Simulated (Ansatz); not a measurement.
Molecule: LaCl₂ (charge +1, singlet). The spin state was set by rule; other spins were not relaxed. 
Structure (B3LYP-D3(BJ)/def2-TZVP (Ansatz, a quantum-chemistry and plane-wave program) minimum search):
```xyz
3

La     0.5476     0.0742     0.0416
Cl    -1.0161     1.3722    -1.4444
Cl    -0.8198    -1.6208     1.3048
```
Charge +1, spin multiplicity 1.

Total electronic energies in hartree. Correlated levels leave the core frozen unless marked. Spin-orbit coupling is left out. The frozen core is the preceding noble-gas configuration, with the filled d and f shells of earlier blocks. In def2 rows, elements after Kr have scalar-relativistic effective core potentials. Basis-set limits of correlation are two-point, X^-3; Hartree-Fock from the larger set. The bracket is a focal-point correction in the basis named.

```csv
level,program,energy (Eh)
HF/def2-TZVPP,Ansatz,-950.13700
RI-HF/def2-TZVPP,Ansatz,-950.13695
RI-HF/def2-QZVPP,Ansatz,-950.16428
SVWN5/def2-TZVPD,Ansatz,-948.89332
BLYP-D4/def2-TZVPD,Ansatz + dftd4,-951.90510
BLYP/def2-TZVPD,Ansatz,-951.89807
r2SCAN-D4/def2-TZVPD,Ansatz + dftd4,-951.88703
B3LYP-D3(BJ)/def2-TZVPD,Ansatz + dftd3,-951.97623
PBE0-D4/def2-TZVPD,Ansatz + dftd4,-951.62681
r2SCAN0/def2-TZVPD,Ansatz,-951.84863
HSE06-D4/def2-TZVPD,Ansatz + dftd4,-951.61048
CAM-B3LYP-D3(BJ)/def2-TZVPD,Ansatz + dftd3,-951.92031
B2GP-PLYP-D4/def2-TZVPD,Ansatz + dftd4,-951.40601
RPA@PBE/def2-TZVPP,Ansatz,-950.78892
RPA@PBE/def2-QZVPP,Ansatz,-950.89257
"MP2/CBS(def2-TZVPPD,def2-QZVPPD)",Ansatz,-950.6534
SCS-MP2/def2-SVPD,Ansatz,-950.14501
SCS-MP2/def2-QZVPP,Ansatz,-950.61901
CCSD(T)/def2-SVPD,Ansatz,-950.18964
CCSD(T)/def2-QZVPP,Ansatz,-950.67458
"RI-MP2/CBS(def2-TZVPPD,def2-QZVPPD)+[CCSD(T)-MP2]/def2-SVPD",Ansatz,-950.6850
"RI-MP2/CBS(def2-TZVPPD,def2-QZVPPD)+[CCSD(T)-MP2]/def2-QZVPPD",Ansatz,-950.7036
"CCSD(T)/CBS(def2-TZVPPD,def2-QZVPPD)",Ansatz,-950.7045
```

Totals of different functionals don't rank their quality; only differences between species are comparable.
